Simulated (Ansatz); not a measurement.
BAsH₆⁺, that is B(AsH3)H3 with one electron fewer. The state is a doublet with charge 1. Geometry B3LYP-D4/def2-TZVP, that of the neutral singlet.

```xyz
8

B    -1.170   -0.342    0.140
As    0.826    0.242   -0.099
H     1.181    1.704    0.023
H     1.522   -0.047   -1.407
H     1.871   -0.319    0.836
H    -1.719    0.274   -0.733
H    -1.406    0.019    1.262
H    -1.105   -1.531   -0.022
```

(1) Estimate the α-spin orbital energies around the gap (eV) in Ansatz with PBE-D4/def2-TZVP, r2SCAN-D4/def2-TZVP, PBE0-D4/def2-TZVP.

## Answers

(1) 
```json
{"orbital": "HOMO−5", "PBE-D4/def2-TZVP": "-19.58", "r2SCAN-D4/def2-TZVP": "-20.30", "PBE0-D4/def2-TZVP": "-21.53"}
{"orbital": "HOMO−4", "PBE-D4/def2-TZVP": "-16.27", "r2SCAN-D4/def2-TZVP": "-16.67", "PBE0-D4/def2-TZVP": "-17.75"}
{"orbital": "HOMO−3", "PBE-D4/def2-TZVP": "-16.24", "r2SCAN-D4/def2-TZVP": "-16.66", "PBE0-D4/def2-TZVP": "-17.67"}
{"orbital": "HOMO−2", "PBE-D4/def2-TZVP": "-15.03", "r2SCAN-D4/def2-TZVP": "-15.53", "PBE0-D4/def2-TZVP": "-16.42"}
{"orbital": "HOMO−1", "PBE-D4/def2-TZVP": "-14.76", "r2SCAN-D4/def2-TZVP": "-15.17", "PBE0-D4/def2-TZVP": "-16.25"}
{"orbital": "HOMO", "PBE-D4/def2-TZVP": "-14.49", "r2SCAN-D4/def2-TZVP": "-14.78", "PBE0-D4/def2-TZVP": "-15.72"}
{"orbital": "LUMO", "PBE-D4/def2-TZVP": "-6.39", "r2SCAN-D4/def2-TZVP": "-6.02", "PBE0-D4/def2-TZVP": "-5.45"}
{"orbital": "LUMO+1", "PBE-D4/def2-TZVP": "-6.28", "r2SCAN-D4/def2-TZVP": "-6.01", "PBE0-D4/def2-TZVP": "-5.40"}
{"orbital": "LUMO+2", "PBE-D4/def2-TZVP": "-6.23", "r2SCAN-D4/def2-TZVP": "-5.86", "PBE0-D4/def2-TZVP": "-5.28"}
{"orbital": "LUMO+3", "PBE-D4/def2-TZVP": "-5.20", "r2SCAN-D4/def2-TZVP": "-4.68", "PBE0-D4/def2-TZVP": "-4.34"}
{"orbital": "LUMO+4", "PBE-D4/def2-TZVP": "-3.27", "r2SCAN-D4/def2-TZVP": "-2.75", "PBE0-D4/def2-TZVP": "-2.42"}
{"orbital": "LUMO+5", "PBE-D4/def2-TZVP": "-3.23", "r2SCAN-D4/def2-TZVP": "-2.69", "PBE0-D4/def2-TZVP": "-2.40"}
{"orbital": "β HOMO", "PBE-D4/def2-TZVP": "-14.15", "r2SCAN-D4/def2-TZVP": "-14.42", "PBE0-D4/def2-TZVP": "-15.24"}
{"orbital": "β LUMO", "PBE-D4/def2-TZVP": "-13.97", "r2SCAN-D4/def2-TZVP": "-13.87", "PBE0-D4/def2-TZVP": "-13.15"}
```
